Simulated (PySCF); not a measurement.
## Correlation energy of Rb(19+) (rubidium, charge +19)

[Ar], closed-shell 1S. Calculation: PySCF 2.14, in an even-tempered Gaussian basis (18 s from 1.9 bohr⁻², ratio 2.5; 12 p from 2.4 bohr⁻², ratio 2.5; 5 d from 13 bohr⁻², ratio 2.7; 4 f from 20 bohr⁻², ratio 2.7); the spin-free X2C one-electron Hamiltonian (Gaussian nucleus). Frozen: 1s2; 16 electrons correlated; the 21 highest virtual orbitals of each spin left out.

```
  level  correlation energy (mhartree)
   CCSD                        -625.42
    (T)                          -2.33
CCSD(T)                        -627.75
```

Diagnostics: T1 = 0.00079, D1 = 0.0018, largest double amplitude 0.022.

Problem. Is a single reference adequate?

Solution. Yes, within this model without spin-orbit coupling: T1 lies below 0.03 and no double amplitude reaches 0.07.

At this charge the one-electron X2C treatment keeps the bare 1/r₁₂, with no two-electron picture change or Breit term. The effect here is smaller than on the frozen 1s shell; and a scalar Hamiltonian misses the large spin-orbit splitting of the p shells, which matters for ns² → np² pairs.
